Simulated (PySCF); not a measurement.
# C₆ coefficients of unlike pairs at PBE0

Calculated with PySCF 2.14 from the dipole response of each species, C₆(A,B) = (3/π) ∫ α_A(iu) α_B(iu) du, in atomic units, from isotropic polarisabilities. For ions this is the dispersion term alone; charge-induced terms of lower order in 1/R come first.

| species | configuration | basis | relativity | α (bohr³) | C₆ (like pair) |
| --- | --- | --- | --- | --- | --- |
| Mo⁺ | [Kr] 4d5 (6S) | aug-cc-pwCVTZ-PP with ECP28MDF (8s8p7d4f3g) | core potential | 20.62 | 134.0 |
| Cl⁺ | [Ne] 3s2 3p4 (3P) | def2-QZVPPD (10s7p5d2f1g) | none | 8.674 | 40.97 |
| Ne³⁺ | [He] 2s2 2p3 (4S) | dyall-acv3z (15s9p4d2f) | spin-free X2C | 0.6886 | 0.6048 |
| Ba | [Xe] 6s2 (1S) | aug-cc-pwCVTZ-X2C (11s10p8d4f) | spin-free X2C | 278.8 | 5553 |

Q: Estimate C₆ for Ne³⁺ with Mo⁺.

A: The integral gives 7.773. The combination rule 2 C_A C_B / (C_A α_B/α_A + C_B α_A/α_B) gives 7.175 and the geometric mean 9.002.

No spin-orbit coupling is included.

The other pairs:

```tsv
pair	C₆
Ba, Cl⁺	331.2
Ba, Mo⁺	687.0
Ba, Ne³⁺	29.52
Ne³⁺, Cl⁺	4.479
Cl⁺, Mo⁺	73.02
```
